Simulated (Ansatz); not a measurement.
Dissociation curve of GaO, doublet.

Calculation: CCSD(T) on UHF/cc-pVQZ, cores with 3d frozen (Ansatz, a program for electronic structure).

Q: Relative to R = 1.86 Å, what are the energies at R = 1.80, 2.13, 4.58, 6.02 Å?

A: 5.9 kJ/mol at 1.80 Å, 33.4 kJ/mol at 2.13 Å, 377.5 kJ/mol at 4.58 Å, 378.9 kJ/mol at 6.02 Å.

The unrestricted determinant behind UCCSD(T) is spin-contaminated at 1.62 to 1.66, 2.57 to 6.94 Å (<S²> up to 1.8, against 0.75 for a pure doublet).
